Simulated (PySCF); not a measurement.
Job for PySCF: R-M06-2X/6-31G* on NH3 (SMILES N).

```python
from pyscf import gto, scf, dft, mp
from pyscf.data.elements import chemcore

mol = gto.M(
    atom='''
    N     0.08551908    0.00719915    3.84732299
    H     0.92955733    0.28948579    4.33257734
    H    -0.70555557    0.30493417    4.40691464
    H     0.07425394   -1.00591564    3.81188368
    ''',
    basis='6-31g*',
    cart=True,
    charge=0, spin=0, verbose=3, max_memory=1800)
mf = dft.RKS(mol, xc='m062x')
mf.conv_tol = 1e-8
mf.max_cycle = 100
mf.kernel()
if not mf.converged:
    mf = mf.newton().run(mf.mo_coeff, mf.mo_occ)
```

Predict the final total energy.

-56.5128 hartree.
